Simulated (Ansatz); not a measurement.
`C[N]([GeH3])[SiH2]F` + H₂ → `C[N]([SiH3])[GeH3]` + H–F at 298.15 K and 1 bar (hydrogenolysis of the Si–F bond).

Program: Ansatz. Geometries: PBE0-D4/def2-TZVP. ΔE: electronic, gas phase. CCSD(T)/CBS adds triple-zeta CCSD(T) − MP2 to the extrapolated MP2 energy (def2 sets, frozen cores). This one scheme is used for every species. For Ge outer-core shells are correlated without core-valence functions, which leaves a few kJ/mol of doubt a bond. Scalar relativity is left out up to krypton. Each species was taken in one conformer, which may not be the lowest.

| species | CCSD(T)/CBS energy (Eh) | H − E (kJ/mol) | S (J/(mol·K)) |
| --- | --- | --- | --- |
| `C[N]([GeH3])[SiH2]F` | -2562.63827 | 256.3 | 382.5 |
| H₂ | -1.17544 | 35.1 | 130.4 |
| `C[N]([SiH3])[GeH3]` | -2463.36560 | 265.9 | 367.3 |
| H–F | -100.39570 | 33.5 | 173.6 |

H − E and S are ideal-gas, rigid-rotor, harmonic terms from PBE0-D4/def2-TZVP, for one conformer and one mirror image of each species. The MP2-based limit puts H₂ 0.8 mEh under its directly extrapolated value; such offsets cancel only in part. 1 Eh = 2625.50 kJ/mol, R = 8.31446 J/(mol·K).

Q: By hand: ΔE, ΔH, ΔS and ΔG.

A: ΔE = (-2463.36560) + (-100.39570) − (-2562.63827) − (-1.17544) = 0.05241 Eh = 137.6 kJ/mol. Δ(H − E) = 265.9 + 33.5 − 256.3 − 35.1 = 8.0, so ΔH = 145.6 kJ/mol. ΔS = 367.3 + 173.6 − 382.5 − 130.4 = 28.0 J/(mol·K). ΔG = 145.6 − 298.15 × (28.0)/1000 = 137.3 kJ/mol.

Q: By hand: the equilibrium constant, and the temperature at which ΔG would vanish if ΔH and ΔS stayed fixed.

A: log₁₀ K = −ΔG/(RT ln 10) = -24.1. ΔG = 0 at ΔH/ΔS = 5200 K, far beyond where these terms or the molecules hold.

ΔH outweighs TΔS. A doubt of 5 kJ/mol in ΔE shifts log₁₀ K by 0.9 here. Other conformers and mirror images would add mixing entropy, several J/(mol·K) or more a flexible species. Modes under 60 cm⁻¹, often nearly free rotors, make the harmonic entropy too high. These are equilibria of isolated gas molecules and say nothing of rates. Largest T1 diagnostic: 0.012 (customary marks: 0.02 for closed shells, 0.045 for open ones).
